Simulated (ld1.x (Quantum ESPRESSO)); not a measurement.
The numbers below are computed, except where a source is named.
Hardness and transferability of assorted potentials

Generated with ld1.x 7.5 (TM, RRKJ, ultrasoft, PAW), atompaw 4.2 or ONCVPSP 4.0.1. The cutoff is in Ry: for ld1.x and atompaw files where the sum of valence levels is converged to 10 mRy in a Bessel basis, for ONCV files where the hardest occupied wave has 1 mHa per electron of residual kinetic energy. The error is the largest all-electron minus pseudo excitation energy over each file’s own four to seven test configurations (ionisations up to +4, promotions, holes and added fractions of an electron), all of which were solved. The labels leave out finer settings (local radius, basis sizes, second energies), which also bear on the numbers. Spin-polarised tests are not counted. The rows are a selection from randomly drawn settings: files with unsolved tests, undetermined cutoffs or missed reference levels are left out.

A true bound ghost makes a file unfit for plane-wave use even where its test errors are small: the radial tests pick states by their node count and pass the ghost by.

| element | potential | cutoff (Ry) | largest error (meV) | bound ghosts |
| --- | --- | --- | --- | --- |
| O | TM, PW91, fully relativistic, rc 0.80/1.15 (sp), local s, core correction yes, reference 2s2 2p1 | 140 | +282 | none |
| Cr | TM, LDA (PZ), scalar-relativistic, rc 1.95/2.75/1.80 (spd), local s, core correction yes, reference 3d5 4s0 4p0 | 70 | -2646 | none |
| Rh | TM, PBE, scalar-relativistic, rc 2.50/3.35/1.50 (spd), local smoothed, core correction no, reference 4d8 5s1 5p0 | 60 | -221 | none |

Q: Fill in the row for Se: PAW, PBE, scalar-relativistic, rc 1.60/1.75/1.65 (spd), local smoothed, core correction yes, reference 4s2 4p4.

A: cutoff 12 Ry, largest error -283 meV, bound ghosts: none.

Q: Fill in the row for Cd: TM, LDA (PZ), scalar-relativistic, rc 2.25/2.90/2.50 (spd), local p, core correction yes, reference 5s1.75 5p0.25.

A: cutoff 8 Ry, largest error -204 meV, bound ghosts: d.
